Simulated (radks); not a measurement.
Results of a calculation; reference values are marked as such.
Question: Hf35+, configuration [Kr] 4d1 (the NIST ground configuration). Code: a radial shooting solver on a logarithmic mesh with Libxc functionals. Model: scalar-relativistic Kohn-Sham, r2SCAN, spin-polarised, spherical densities, finite nucleus; open shells are filled with parallel spins first (spin-orbit coupling, left out, can overturn this in heavy ions); meta-GGA in the generalised Kohn-Sham scheme; Fermi nuclear charge, rms radius 5.347 fm. Some entries of the table are withheld. Estimate them.

| orbital | occ. | eigenvalue (hartree) | r(max) (bohr) | <r> (bohr) |
|---|---|---|---|---|
| 1s down | 1 | -2455.406 | 0.01190 | 0.01899 |
| 1s up | 1 | -2455.406 | 0.01190 | 0.01899 |
| 2s up | 1 | -465.4346 | 0.06803 | 0.08032 |
| 2s down | 1 | -465.3744 | 0.06803 | 0.08032 |
| 2p up | 3 | -415.2001 | 0.05566 | 0.07169 |
| 2p down | 3 | -415.1530 | 0.05566 | 0.07168 |
| 3s up | 1 | -146.3063 | 0.1910 | 0.2063 |
| 3s down | 1 | -146.2889 | 0.1910 | 0.2063 |
| 3p up | 3 | -131.1882 | 0.1885 | 0.2057 |
| 3p down | 3 | -131.1650 | 0.1885 | 0.2056 |
| 3d up | 5 | (1) | 0.1535 | 0.1859 |
| 3d down | 5 | (2) | 0.1535 | 0.1859 |
| 4s up | 1 | -65.21953 | 0.4138 | 0.4236 |
| 4s down | 1 | -65.06738 | 0.4137 | 0.4237 |
| 4p up | 3 | -59.61984 | 0.4258 | 0.4359 |
| 4p down | 3 | -59.46907 | 0.4258 | 0.4361 |
| 4d up | 1 | (3) | 0.4209 | 0.4360 |
| 4d down | 0 | (4) | 0.4208 | 0.4360 |

Answer: 
(1) 3d up eigenvalue (hartree): -113.6312
(2) 3d down eigenvalue (hartree): -113.5862
(3) 4d up eigenvalue (hartree): -52.73900
(4) 4d down eigenvalue (hartree): -52.58657
